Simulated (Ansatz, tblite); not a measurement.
Removing and adding an electron: (H2In-mu-F)2 (In2H4F2). Total charge 0; singlet. Geometry: B3LYP-D4/def2-SVP. Ansatz, gas phase; energy differences of separate SCF runs; the oxidised species was run as a doublet alone; the reduced species was run as a doublet alone.

```
atom    x (Å)    y (Å)    z (Å)
 In1  -0.5461   1.3639   0.8570
  H2  -1.0604   2.5639  -0.2508
  H3  -0.3888   1.0594   2.5348
  F4   1.2249   0.5085  -0.0298
 In5   0.5462  -1.3642  -0.8564
  H6   1.0559  -2.5519   0.2669
  H7   0.3963  -1.0783  -2.5380
  F8  -1.2281  -0.5013   0.0164
```

In the def2 sets In takes a core potential; there is no spin–orbit coupling. The xTB rows come from tblite. HSE06 is defined as in plane-wave codes, on full-range PBE exchange.

```csv
level,−HOMO (eV),vertical IE (eV),−LUMO (eV),vertical EA (eV),HOMO–LUMO gap (eV),IE − EA (eV),remarks
GFN1-xTB,11.14,13.66,5.77,3.71,5.37,9.94,–
BLYP-D4/def2-TZVP,7.19,9.78,1.78,–,5.41,–,–
r2SCAN-D4/def2-TZVP,7.61,10.08,1.42,–,6.19,–,–
r2SCAN-D4/def2-TZVPD,7.61,–,1.45,-0.04,6.16,–,HOMO above zero (-1 doublet)
PBE0-D4/def2-TZVP,8.55,10.40,1.07,–,7.48,–,–
PBE0-D4/def2-TZVPD,8.56,–,1.12,-0.08,7.44,–,HOMO above zero (-1 doublet)
HSE06-D4/def2-TZVP,8.15,10.35,1.42,–,6.73,–,–
```

Task: Estimate the rows for GFN2-xTB, PBE-D4/def2-TZVP, PBE-D4/def2-TZVPD, revPBE-D4/def2-TZVP, r2SCANh-D4/def2-TZVP, ωB97M-V/def2-TZVP.

Result: 
```json
{"level": "GFN2-xTB", "−HOMO (eV)": "11.59", "vertical IE (eV)": "14.06", "−LUMO (eV)": "6.93", "vertical EA (eV)": "4.45", "HOMO–LUMO gap (eV)": "4.66", "IE − EA (eV)": "9.61", "remarks": "–"}
{"level": "PBE-D4/def2-TZVP", "−HOMO (eV)": "7.27", "vertical IE (eV)": "9.84", "−LUMO (eV)": "1.81", "vertical EA (eV)": "–", "HOMO–LUMO gap (eV)": "5.46", "IE − EA (eV)": "–", "remarks": "–"}
{"level": "PBE-D4/def2-TZVPD", "−HOMO (eV)": "7.28", "vertical IE (eV)": "–", "−LUMO (eV)": "1.86", "vertical EA (eV)": "0.09", "HOMO–LUMO gap (eV)": "5.42", "IE − EA (eV)": "–", "remarks": "HOMO above zero (-1 doublet)"}
{"level": "revPBE-D4/def2-TZVP", "−HOMO (eV)": "7.23", "vertical IE (eV)": "9.83", "−LUMO (eV)": "1.70", "vertical EA (eV)": "–", "HOMO–LUMO gap (eV)": "5.53", "IE − EA (eV)": "–", "remarks": "–"}
{"level": "r2SCANh-D4/def2-TZVP", "−HOMO (eV)": "8.08", "vertical IE (eV)": "10.27", "−LUMO (eV)": "1.17", "vertical EA (eV)": "–", "HOMO–LUMO gap (eV)": "6.90", "IE − EA (eV)": "–", "remarks": "–"}
{"level": "ωB97M-V/def2-TZVP", "−HOMO (eV)": "10.76", "vertical IE (eV)": "10.97", "−LUMO (eV)": "-0.25", "vertical EA (eV)": "–", "HOMO–LUMO gap (eV)": "11.01", "IE − EA (eV)": "–", "remarks": "–"}
```

Relaxing the reduced species (B3LYP-D4/def2-SVPD) changes its energy by -0.56 eV at PBE-D4/def2-TZVPD, so the adiabatic electron affinity to this nearest minimum is 0.65 eV. On the way the bond In1–F8 breaks. At PBE0-D4/def2-TZVPD it is 0.58 eV.     A HOMO above zero means that the electron is unbound at that level or that self-interaction error raises the level; the energy of removing that electron tells which. Raw xTB energy differences between charge states are shifted by several eV; the methods need an empirical correction for them. A negative affinity means that the extra electron isn't bound; its size then hangs on the basis.
